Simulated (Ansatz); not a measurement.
Ansatz (an electronic-structure program) input (PBE/def2-TZVPD):

Ansatz 0.2 input:
```yaml
crystal:
  periodic: [false, false, false]
  atoms:
    - {symbol: B, position_ang: [-0.25150922, 0.30562634, 0.69504904]}
    - {symbol: Cl, position_ang: [0.96936228, -0.35724626, -0.37706599]}
    - {symbol: N, position_ang: [-1.57414841, 0.48859415, 0.35558215]}
    - {symbol: H, position_ang: [-1.95522266, 0.25270792, -0.55166005]}
    - {symbol: H, position_ang: [-2.24735111, 0.87218775, 0.99746168]}
basis:
  gaussian:
    orbitals: def2-TZVPD
hamiltonian:
  xc: {name: PBE}
magnetization: {spin_polarized: true, initial_magnetization: 1}
output: {forces: true}
```

Output:

```
Functional definition: PBE
integrals: 0.04 GiB planned
726 factors; their error is unknown
mean field: 0.50 GiB planned
mean field evaluation 1: about -14705.6141 eV, gradient 4.9e1 eV
mean field evaluation 2: about -14672.2885 eV, gradient 8.8e1 eV
mean field evaluation 4: about -14714.8297 eV, gradient 7.5e0 eV
mean field evaluation 8: about -14715.1174 eV, gradient 1.8e-1 eV
mean field evaluation 16: about -14715.1175 eV, gradient 1.9e-5 eV
mean field -14715.11747200 eV, -540.7705928312 hartree, gradient 1.9e-5 eV, S^2 0.753517; 0 other end points of the search recorded, 0 dependent functions left out
the calculation of the forces begins
reference -14715.11752907 eV, -540.7705949284 hartree; 16, 15 occupied and 122, 123 virtual orbitals, 726 factors
Total energy: -14715.11752907 eV, -540.7705949284 hartree
Atom 0 at    -0.251509     0.305626     0.695049 Å, force     0.318625    -0.051810     0.060088 eV/Å
Atom 1 at     0.969362    -0.357246    -0.377066 Å, force    -0.000152     0.005374     0.014975 eV/Å
Atom 2 at    -1.574148     0.488594     0.355582 Å, force     0.084183    -0.006684     0.035522 eV/Å
Atom 3 at    -1.955223     0.252708    -0.551660 Å, force    -0.156926    -0.084878    -0.339218 eV/Å
Atom 4 at    -2.247351     0.872188     0.997462 Å, force    -0.245730     0.137998     0.228632 eV/Å
Dipole moment:    -0.537053     0.097281    -0.073366 e Å
```

It need not be the lowest isomer of its formula.
